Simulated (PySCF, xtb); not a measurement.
Si(H)2(F)(vinyl) (C₂H₅FSi), SMILES C=C[SiH2]F.

GFN2-xTB in xtb 6.7.1 at its own geometry gives an orbital gap of 4.54 eV and a dipole moment of 1.83 D.

Coordinates come from a B3LYP-D3(BJ)/def2-SVP optimisation. The values are those of a single conformer.

Problem. What does CAM-B3LYP/def2-TZVP (PySCF) give? (Estimate from the structure and the level; the computed values follow.)

Solution. gap 9.96 eV (levels -9.48 and 0.48 eV), dipole 1.69 D.
